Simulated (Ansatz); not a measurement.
Reaction (ligand exchange at a Ga–O bond): `B[O][GaH2]` + HCl → `[Cl][GaH2]` + `BO`

Program: Ansatz. Geometries: PBE0-D4/def2-TZVP. ΔE: electronic, gas phase. CCSD(T)/CBS adds triple-zeta CCSD(T) − MP2 to the extrapolated MP2 energy (def2 sets, frozen cores). This one scheme is used for every species. DFT in def2-TZVPP. B3LYP here is the variant with VWN-RPA as its local correlation; programs differ in this. For Ga outer-core shells are correlated without core-valence functions, which leaves a few kJ/mol of doubt a bond. Scalar relativity is left out up to krypton.

Q: Is it downhill or uphill in electronic energy at CCSD(T)/CBS, and by how much? (Estimate.)

A: Ansatz gave: Downhill: ΔE = -0.71 eV.

Q: What do these levels give: LDA (SPW92), B3LYP-D4, r2SCAN0-D4, BHLYP-D4, ωB97X-V, MP2/def2-TZVPP? (An estimate is asked.)

A: The calculation gave: LDA (SPW92) -0.70, B3LYP-D4 -0.70, r2SCAN0-D4 -0.77, BHLYP-D4 -0.73, ωB97X-V -0.72, MP2/def2-TZVPP -0.68 eV.

Largest T1 diagnostic among the species: 0.016.

From BLYP to BHLYP (50 % exact exchange), in def2-TZVPP and without D4, ΔE moves by −0.06 eV. In def2-TZVPP, CCSD(T) changes the Hartree–Fock value by +0.11 eV (the triples alone add +0.01 eV) and MP2 by +0.10 eV.
